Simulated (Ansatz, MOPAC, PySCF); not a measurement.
Two conformers of CH4O2Si (SMILES CO[Si]O), B3LYP-D3(BJ)/def2-TZVP minima.
Conformer 1 (charge 0, multiplicity 1, Z-matrix in Å and degrees):
```
O
C 1 1.4255
H 2 1.0899 1 111.40
H 2 1.0908 3 109.54 1 120.34
H 2 1.0908 3 109.56 4 119.30
Si 1 1.6375 2 132.29 3 -0.02
O 6 1.6713 1 101.10 2 -0.04
H 7 0.9622 6 115.97 1 179.92
```
Conformer 2 (charge 0, multiplicity 1):
```xyz
8

C      0.96667    -0.28295     0.22550
O      0.51959     0.88613    -0.44454
Si    -0.99513     1.42625    -0.82801
O     -2.03689     0.26997    -0.24813
H      0.65502    -1.18680    -0.30581
H      2.05522    -0.26326     0.26384
H      0.58435    -0.32165     1.24949
H     -1.74882    -0.52769     0.20938
```

No zero-point or thermal terms.

The state that PM3 reach isn't checked.

Programs: Ansatz (a quantum-chemistry and plane-wave program); MOPAC for PM3 (differences of heats of formation); PySCF for the dispersion terms. 

**Question.** One of these levels gives 83.6 meV for the electronic energy of conformer 2 less that of conformer 1. Which?
A) HF/cc-pV(T+d)Z
B) PM3
C) PBE-D4/def2-TZVPP

**Answer.** A, HF/cc-pV(T+d)Z. The others give 16.2 (PM3), 69.6 (PBE-D4/def2-TZVPP)
